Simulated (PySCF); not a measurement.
Task: Give a PBE0-D3(BJ)/def2-SVP geometry of `CCc1c([O-])cccc1F`. (Charge -1.)

Result: 
Z-matrix in Å and degrees, rows numbered from 1:
```
C 
C   1  1.5275
C   2  1.4986  1  112.61
C   3  1.4571  2  117.34  1   -73.22
O   4  1.2556  3  121.40  2    -0.35
C   4  1.4447  3  114.78  2   179.80
C   6  1.3855  4  122.52  3    -0.50
C   7  1.4021  6  121.85  4     0.26
C   3  1.3821  2  122.69  1   105.85
F   9  1.3619  3  118.49  2     0.57
H   1  1.1049  2  112.00  3   177.10
H   1  1.1024  2  111.02  3   -61.96
H   1  1.1001  2  108.37  3    57.28
H   2  1.1042  1  107.69  3  -118.26
H   2  1.1022  1  110.38  3   123.78
H   6  1.0945  4  116.44  3   179.91
H   7  1.0969  6  119.32  4  -179.70
H   8  1.0912  7  123.27  6  -179.97
```

C8 (aromatic CH carbon) is planar (angles 123.3°, 120.3° and 116.4°, sum 360.0°, 0.00 Å off the plane of its three neighbours). C9 (aromatic C–F carbon) is planar (angles 124.5°, 118.5° and 117.1°, sum 360.0°, 0.00 Å off the plane of its three neighbours). C7 (aromatic CH carbon) is planar (angles 121.8°, 119.3° and 118.8°, sum 360.0°, 0.00 Å off the plane of its three neighbours). The 6-membered ring C3–C4–C6–C7–C8–C9 has internal angles of 114.8° to 124.5° (sum 720°, against 720° for a flat polygon); it is planar, 0.00 Å rms from its mean plane, widest ring torsion 1°.

Method used: PBE0-D3(BJ)/def2-SVP geometry optimisation, gas phase (PySCF 2.14.0).

Point group: C1 (no symmetry element, even within 0.4 Å). Not checked by PBE0-D3(BJ)/def2-SVP frequencies. The geometry's basis has no diffuse functions, a weakness for an anion. Torsions: C1–C2–C3–C4 -73°.

One conformer stands for the species.
